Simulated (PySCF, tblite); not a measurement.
Species: 3,4-difluoroanisole, C7H6F2O.
Bonds: C1–O2, O2–C3, C3–C4 (aromatic), C4–C5 (aromatic), C5–C6 (aromatic), C6–F7, C6–C8 (aromatic), C8–F9, C8–C10 (aromatic), C3–C10 (aromatic). Hydrogens: H11, H12, H13 on C1; H14 on C4; H15 on C5; H16 on C10.

The geometry is computed with GFN2-xTB (gas phase).

Question: What internal coordinates does the optimisation give?

Answer: 
```json
{"bond": "C1–O2", "length (Å)": "1.410"}
{"bond": "O2–C3", "length (Å)": "1.353"}
{"bond": "C3–C4", "length (Å)": "1.398"}
{"bond": "C4–C5", "length (Å)": "1.378"}
{"bond": "C5–C6", "length (Å)": "1.386"}
{"bond": "C6–F7", "length (Å)": "1.346"}
{"bond": "C6–C8", "length (Å)": "1.385"}
{"bond": "C8–F9", "length (Å)": "1.345"}
{"bond": "C8–C10", "length (Å)": "1.385"}
{"bond": "C3–C10", "length (Å)": "1.391"}
{"bond": "C1–H11, C1–H12, C1–H13", "length (Å)": "1.092"}
{"bond": "C4–H14", "length (Å)": "1.078"}
{"bond": "C5–H15", "length (Å)": "1.078"}
{"bond": "C10–H16", "length (Å)": "1.077"}
```

Bonds in one row agree within 0.01 Å and their mean is given. A selection of angles:
```json
{"angle": "O2–C1–H11", "degrees": "111.5"}
{"angle": "O2–C1–H13", "degrees": "105.6"}
{"angle": "H11–C1–H12", "degrees": "109.6"}
{"angle": "C1–O2–C3", "degrees": "118.8"}
{"angle": "O2–C3–C4", "degrees": "116.1"}
{"angle": "O2–C3–C10", "degrees": "124.6"}
{"angle": "C4–C3–C10", "degrees": "119.3"}
{"angle": "C3–C4–C5", "degrees": "120.7"}
{"angle": "C3–C4–H14", "degrees": "118.4"}
{"angle": "C5–C4–H14", "degrees": "120.9"}
{"angle": "C4–C5–C6", "degrees": "119.9"}
{"angle": "C4–C5–H15", "degrees": "121.1"}
{"angle": "C6–C5–H15", "degrees": "119.0"}
{"angle": "C5–C6–F7", "degrees": "119.8"}
{"angle": "C5–C6–C8", "degrees": "119.6"}
{"angle": "F7–C6–C8", "degrees": "120.6"}
{"angle": "C6–C8–F9", "degrees": "120.5"}
{"angle": "C6–C8–C10", "degrees": "121.0"}
{"angle": "F9–C8–C10", "degrees": "118.5"}
{"angle": "C8–C10–H16", "degrees": "117.9"}
{"angle": "C3–C10–C8", "degrees": "119.5"}
{"angle": "C3–C10–H16", "degrees": "122.6"}
```

Dihedral angles: C1–O2–C3–C4 180° (antiperiplanar).

The 6-membered ring C3–C4–C5–C6–C8–C10 has internal angles of 119.3° to 121.0°; it is planar, 0.00 Å rms from its mean plane, widest ring torsion 0°. The 10 heavy atoms lie in one plane (0.001 Å rms). Of the pairs four or more bonds apart, C1···H16 is among the closest relative to their van der Waals radii: 2.57 Å, 89 % of the sum of Bondi's values. The C–C distances run from 1.378 Å (C4–C5, aromatic) to 1.398 Å (C3–C4, aromatic), a spread of 0.020 Å. The C–O distances run from 1.353 Å (O2–C3, drawn single) to 1.410 Å (C1–O2, drawn single), a spread of 0.057 Å.

Point group: Cs (every atom within 0.08 Å of its image). Its GFN2-xTB frequencies are all real (lowest 83 cm⁻¹). The numbers are those of one conformer. 2 starts were optimised and ended at 0.00 and 0.31 kcal/mol (GFN2-xTB); the lowest of these is shown.
